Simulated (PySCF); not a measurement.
**Ionisation energy of Eu⁵⁴⁺ by level of theory**

Eu⁵⁴⁺ [He] 2s2 2p5 (2P) → Eu⁵⁵⁺ [He] 2s2 2p4 (3P), as a difference of total energies. Computed with PySCF 2.14 in an uncontracted even-tempered set (15 s from 30 bohr⁻², ratio 2.5; 9 p from 39 bohr⁻², ratio 2.5; 5 d from 160 bohr⁻², ratio 2.7; 4 f from 230 bohr⁻², ratio 2.7), with the non-relativistic Hamiltonian (point nucleus). Correlated levels: nothing frozen; virtual orbitals above 40 to 60 times the deepest correlated orbital energy dropped. The calculations carry no spin-orbit coupling.

| method | ionisation energy (eV) |
| --- | --- |
| UHF | 11071.1 |
| LDA | 11066.6 |
| PBE | 11070.0 |
| PBE0 | 11070.8 |
| r2SCAN | 11074.5 |
| TPSSh | 11070.1 |
| M06-2X | 11071.9 |
| MP2 (all electrons) | 11072.6 |
| SCS-MP2 (all electrons) | 11072.5 |

Spin-orbit coupling is strong in these open shells (close to jj coupling). The scalar numbers leave it out and a first-order estimate fails, so it can dominate the gap to the real levels.

The gap to the reference is mostly relativistic.

For comparison: 11153 ± 5 eV (theoretical estimate listed by NIST; NIST Atomic Spectra Database, ionization energies).
